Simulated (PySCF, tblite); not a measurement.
Compound: C3H10OSSi.
Numbering: `[CH3:1][CH2:2][Si@@H:3]([OH:4])[S:5][CH3:6]` (hydrogens: H7, H8, H9 on C1; H10, H11 on C2; H12 on Si3; H13 on O4; H14, H15, H16 on C6)

Geometry (GFN2-xTB, Å), atoms numbered from 1 in this order:
```
atom  x, y, z in Å
C1    -2.6058   -0.4805    0.4940
C2    -1.2276   -1.1051    0.3149
Si3    0.0517    0.1768   -0.2340
O4     0.2477    1.4045    0.8158
S5     1.9269   -0.8555   -0.4909
C6     2.9602    0.5796   -0.9145
H7    -3.3228   -1.2135    0.8598
H8    -2.5655    0.3436    1.2026
H9    -2.9718   -0.0903   -0.4520
H10   -0.9185   -1.5692    1.2542
H11   -1.2903   -1.9109   -0.4153
H12   -0.2685    0.9191   -1.4427
H13    0.4804    1.2665    1.7318
H14    2.8197    1.3618   -0.1760
H15    3.9910    0.2423   -0.9138
H16    2.6857    0.9400   -1.9007
```

Method used: wB97X-D/def2-SVPD in PySCF (dipole) on a GFN2-xTB geometry, gas phase.

Masses are those of the commonest isotopes; rigid-rotor values at the optimised geometry. The values belong to one conformer with, in the numbering `[CH3:1][CH2:2][Si@@H:3]([OH:4])[S:5][CH3:6]`, C1–C2–Si3–O4 60°, C2–Si3–O4–H 56°, C2–Si3–S5–C6 -177°.

What are A, B and C (GHz)?

Ia = 111.35, Ib = 403.60, Ic = 478.04 u·Å²; 505379 MHz·u·Å²/I gives 4538, 1252 and 1057 MHz, that is A = 4.5385, B = 1.2522, C = 1.0572 GHz.

Classify the top.

An asymmetric top; Ray's κ = -0.888.

Is it planar, by Δ = Ic − Ia − Ib?

Not planar: Δ = Ic − Ia − Ib = -36.91 u·Å². For a rigid frame Δ = −2 Σ m c², so Σ m c² = 18.45 u·Å² lies off the ab plane: 10.08 from hydrogen and 8.37 from heavier atoms. The atom farthest from that plane is 1.71 Å away.

Where do the levels up to J = 3 lie, in K?

Above 0(0,0), as E/k:
J = 1: 1(0,1) 0.111, 1(1,1) 0.269, 1(1,0) 0.278
J = 2: 2(0,2) 0.332, 2(1,2) 0.481, 2(1,1) 0.509, 2(2,1) 0.982, 2(2,0) 0.982
J = 3: 3(0,3) 0.663, 3(1,3) 0.799, 3(1,2) 0.855, 3(2,2) 1.315, 3(2,1) 1.317, 3(3,1) 2.127, 3(3,0) 2.127
Those of J = 1 are B + C, A + C and A + B.

Which types of transition are allowed, and where do some lines up to J = 4 fall?

The dipole components are |μa| = 0.67 D, |μb| = 0.62 D, |μc| = 0.70 D. Intensities carry the squares of the components, which stand as 0.91 : 0.78 : 1.00 (a : b : c). Some lines, for components of 0.1 D or more:

```tsv
type	branch	J(Ka,Kc)	MHz	lower level (cm⁻¹)
b	Q	1(1,0) ← 1(0,1)	3481	0.077
b	R	3(0,3) ← 2(1,2)	3795	0.334
b	Q	3(1,2) ← 3(0,3)	4005	0.461
a	R	4(2,3) ← 3(2,2)	9231	0.914
a	R	4(2,2) ← 3(2,1)	9314	0.915
c	Q	3(2,2) ← 3(1,2)	9572	0.594
b	R	3(1,3) ← 2(0,2)	9730	0.231
b	Q	3(2,2) ← 3(1,3)	10742	0.555
b	R	4(1,4) ← 3(0,3)	11667	0.461
b	Q	3(3,0) ← 3(2,1)	16882	0.915
c	R	3(2,2) ← 2(1,2)	17372	0.334
c	R	4(2,2) ← 3(1,2)	18928	0.594
c	R	4(2,3) ← 3(1,3)	19972	0.555
c	R	3(3,1) ← 2(2,1)	23852	0.683
b	R	4(3,2) ← 3(2,1)	26136	0.915
```

Its GFN2-xTB frequencies are all real (lowest 47 cm⁻¹). These are rigid-rotor constants of the computed structure; measured ground-state constants (B0) also hold zero-point vibration. A rigid rotor knows nothing of internal rotation, which can split or shift real lines.

On an Arm Neoverse N1 with one thread, on a shared host, this took 76 s and 0.89 GiB of memory at its peak. This is the wB97X-D/def2-SVPD job that gave the dipole, with the excitations it also computed.
